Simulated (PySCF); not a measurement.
**Electronic structure of Pb³⁺ (lead, charge +3) at the UHF level**

Configuration: [Xe] 4f14 5d10 6s1, 2S determinant. Calculation: PySCF 2.14, in x2c-TZVPPall with one added diffuse shell each of s, p, d, f type (12s8p7d4f, 99 functions); the spin-free X2C one-electron Hamiltonian (Gaussian nucleus).

```json
{
 "Total energy": "-20878.050186 hartree",
 "One-electron energy": "-28486.0625 hartree",
 "Hartree (Coulomb) energy": "7996.5130 hartree",
 "Exchange energy": "-388.5007 hartree",
 "⟨S²⟩": "0.7509",
 "⟨L²⟩": "0.000",
 "Sum of ⟨r⟩": "39.83 bohr",
 "Sum of ⟨r²⟩": "39.53 bohr²",
 "Langevin diamagnetic susceptibility": "-31.3 ×10⁻⁶ cm³/mol"
}
```

```csv
shell,electrons,mean orbital energy (eV),"rms radius, mean of both spins (bohr)"
1s α,1,-88524.0,0.0181
1s β,1,-88523.8,0.0181
2s α,1,-16014.2,0.0730
2s β,1,-16014.2,0.0730
2p α,3,-13808.9,0.0674
2p β,3,-13808.9,0.0674
3s α,1,-3939.0,0.186
3s β,1,-3938.9,0.186
3p α,3,-3293.9,0.189
3p β,3,-3293.9,0.189
3d α,5,-2600.9,0.173
3d β,5,-2600.9,0.173
4s α,1,-953.34,0.408
4s β,1,-953.13,0.408
4p α,3,-737.37,0.435
4p β,3,-737.30,0.435
4d α,5,-475.42,0.462
4d β,5,-475.39,0.462
5s α,1,-195.77,0.916
5s β,1,-195.29,0.916
4f α,7,-187.56,0.494
4f β,7,-187.53,0.494
5p α,3,-133.20,1.04
5p β,3,-133.04,1.04
5d α,5,-57.763,1.36
5d β,5,-57.331,1.36
6s α,1,-40.905,2.27
```

Spin-orbit coupling, which splits the p, d and f shells strongly at this Z, is absent.

Densities and radii are taken from the X2C orbitals without a picture-change correction, which distorts them close to the nucleus.
